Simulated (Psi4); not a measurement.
C3H8OSi, singlet, at a GFN2-xTB geometry, atoms displaced at random by about 0.08 Å a coordinate; TPSS/STO-3G, gradient (Psi4).

Input for Psi4:
```
memory 2 GB

molecule mol {
0 1
Si    0.551625   -0.205732   -0.434227
C     1.835152   -0.544202    0.984954
O     0.285683    1.688706   -0.564912
C    -1.074207   -0.876341    0.128544
C    -2.267728   -0.377213    0.183991
H     0.874804   -0.366609   -1.929788
H     2.047115   -1.576888    0.831669
H     2.894334    0.105535    0.685422
H     1.586573   -0.068714    1.779405
H     0.122353    2.091336    0.302864
H    -1.035993   -1.975115    0.461061
H    -3.259976   -1.002613    0.478228
H    -2.435215    0.591236   -0.004669
symmetry c1
no_reorient
no_com
}

set {
  basis sto-3g
  reference rks
}

gradient('tpss')
print_variables()
```

What the program printed (banner, timings and long lists left out):

```
gradient() will perform analytic gradient computation.

   => Loading Basis Set <=

    Name: STO-3G
    Role: ORBITAL
    Keyword: BASIS

         ---------------------------------------------------------
                                   SCF
               by Justin Turney, Rob Parrish, Andy Simmonett
                          and Daniel G. A. Smith
                              RKS Reference
         ---------------------------------------------------------

  ==> Geometry <==

    Molecular point group: c1
    Full point group: C1

    Geometry (in Angstrom), charge = 0, multiplicity = 1:

       Center              X                  Y                   Z               Mass
    ------------   -----------------  -----------------  -----------------  -----------------
         SI           0.551625000000    -0.205732000000    -0.434227000000    27.976926534650
         C            1.835152000000    -0.544202000000     0.984954000000    12.000000000000
         O            0.285683000000     1.688706000000    -0.564912000000    15.994914619570
         C           -1.074207000000    -0.876341000000     0.128544000000    12.000000000000
         C           -2.267728000000    -0.377213000000     0.183991000000    12.000000000000
         H            0.874804000000    -0.366609000000    -1.929788000000     1.007825032230
         H            2.047115000000    -1.576888000000     0.831669000000     1.007825032230
         H            2.894334000000     0.105535000000     0.685422000000     1.007825032230
         H            1.586573000000    -0.068714000000     1.779405000000     1.007825032230
         H            0.122353000000     2.091336000000     0.302864000000     1.007825032230
         H           -1.035993000000    -1.975115000000     0.461061000000     1.007825032230
         H           -3.259976000000    -1.002613000000     0.478228000000     1.007825032230
         H           -2.435215000000     0.591236000000    -0.004669000000     1.007825032230

  Running in c1 symmetry.

  Rotational constants: A =      0.16491  B =      0.09253  C =      0.06894 [cm^-1]
  Rotational constants: A =   4943.73544  B =   2773.97282  C =   2066.87499 [MHz]
  Nuclear repulsion =  219.314860551043523

  Charge       = 0
  Multiplicity = 1
  Electrons    = 48
  Nalpha       = 24
  Nbeta        = 24

  ==> Algorithm <==

  SCF Algorithm Type is DF.
  DIIS enabled.
  MOM disabled.
  Fractional occupation disabled.
  Guess Type is SAD.
[...]
  @DF-RKS Final Energy:  -477.99381981764071
    Total Energy =                       -477.9938198176407127
[...]

   => Composite Functional: TPSS <=

    TPSS Meta-GGA XC Functional

    J. Tao, et al., Phys. Rev. Lett., 91, 146401, 2003

    Deriv               =              1
    GGA                 =           TRUE
    Meta                =           TRUE

    Exchange Hybrid     =          FALSE
    MP2 Hybrid          =          FALSE

   => Exchange Functionals <=

    1.0000   XC_MGGA_X_TPSS

   => Correlation Functionals <=

    1.0000   XC_MGGA_C_TPSS

   => LibXC Density Thresholds  <==

    XC_MGGA_C_TPSS:  1.00E-15
    XC_MGGA_X_TPSS:  1.00E-15

   => Molecular Quadrature <=

    Radial Scheme          =       TREUTLER
    Pruning Scheme         =           NONE
    Nuclear Scheme         =       TREUTLER

    Blocking Scheme        =         OCTREE
    BS radius alpha        =              1
    Pruning alpha          =              1
    Radial Points          =             75
    Spherical Points       =            302
    Total Points           =         276704
    Total Blocks           =           2107
    Max Points             =            256
    Max Functions          =             35
    Weights Tolerance      =       1.00E-15

  -Total Gradient:
     Atom            X                  Y                   Z
    ------   -----------------  -----------------  -----------------
       1       -0.000068058016    -0.117986412907     0.008869955134
       2       -0.106303739240    -0.016049377924     0.209774651935
       3       -0.024092434178     0.082781757874     0.081623462446
       4       -0.049241901797     0.092331121971    -0.009451124980
       5        0.090502340856     0.085690188048    -0.034378481933
       6        0.003366008141     0.010925015169    -0.038002794924
       7       -0.010402336408     0.029623215451    -0.030752276339
       8        0.066917464382     0.048894774168    -0.012005739156
       9        0.052253858219    -0.048776943632    -0.147338070482
      10        0.011051612475    -0.011342982983    -0.075700302252
      11       -0.003093363116    -0.023080646520     0.011165458486
      12       -0.054291042206    -0.031497103713     0.011085717527
      13        0.023390189242    -0.101518899481     0.024978582652

  Variable Map:
  ----------------------------------------------------------------------------
[...]
  Array Variable Map:
  ----------------------------------------------------------------------------
[...]
[...]
```
